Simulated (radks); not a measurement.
Effect of the nuclear size on neutral silver, [Kr] 4d10 5s1. Method: Dirac Kohn-Sham, BLYP, spin-unpolarised, spherical densities, finite nucleus; Fermi nuclear charge, rms radius 4.5454 fm; computed with a radial shooting solver on a logarithmic mesh with Libxc functionals. The rms radius is varied about that value; shifts are against it.

\begin{tabular}{lrrrrrrrrr}
rms radius (fm) & total energy shift (eV) & density at nucleus (e/bohr^3) & 1s1/2 shift (meV) & 2s1/2 shift (meV) & 3s1/2 shift (meV) & 3p1/2 shift (meV) & 4s1/2 shift (meV) & 4p1/2 shift (meV) & 5s1/2 shift (meV) \\ \hline
4.0181 & -0.618 & 1.482e+05 & -260 & -29.1 & -5.38 & 0.325 & -1.02 & 0.060 & -0.053 \\
4.1454 & -0.475 & 1.476e+05 & -200 & -22.3 & -4.13 & 0.250 & -0.781 & 0.046 & -0.041 \\
4.5454 & 0 & 1.458e+05 & 0.000 & 0.000 & 0.000 & 0.000 & 0.000 & 0.000 & 0.000 \\
4.809 & 0.333 & 1.447e+05 & 140 & 15.7 & 2.90 & -0.175 & 0.549 & -0.032 & 0.029 \\
5.5818 & 1.40 & 1.418e+05 & 591 & 66.0 & 12.2 & -0.738 & 2.31 & -0.137 & 0.120 \\
\end{tabular}

Slopes of the eigenvalues against <r^2> in GHz/fm^2, as finite differences over the two radii next to the reference (eigenvalue slopes, not the field-shift constants of lines): 1s1/2 13800, 2s1/2 1550, 3s1/2 286, 3p1/2 -17.3, 4s1/2 54.1, 4p1/2 -3.20, 5s1/2 2.82.
